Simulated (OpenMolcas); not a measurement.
W5+ (d1) among equal point charges was computed by CASSCF with the d shell active (OpenMolcas, ANO-RCC-VDZP on the metal). Its lowest spin-free states, and all those of the highest spin:

```json
{"2S+1": "2", "Degeneracy": "1", "E (cm-1)": "0.0"}
{"2S+1": "2", "Degeneracy": "2", "E (cm-1)": "2503"}
{"2S+1": "2", "Degeneracy": "1", "E (cm-1)": "11564"}
{"2S+1": "2", "Degeneracy": "1", "E (cm-1)": "25964"}
```

Q: Is the site octahedral, tetrahedral or cube-like, axial, or of lower symmetry?

A: The states with 2S+1 = 2 have orbital degeneracies 1, 2, 1, 1. There are pairs but no triples, so the site is axial: not cubic, but with a proper or improper axis of order three or more. The run had W5+ among 5 point charges of -2 e arranged as a square pyramid (C4v), 1.95 Å from the ion, with the axial distance 1.891 Å.

Spin-orbit coupling mixes the spin-free states strongly: the lowest level takes only 53 % from its leading state, an unlabelled state of the same spin as most of the rest. Point charges carry no covalency, so the field is a model and not that of real ligands. An unlabelled pair can be two single states that coincide in this model. No measured value stands beside these numbers.
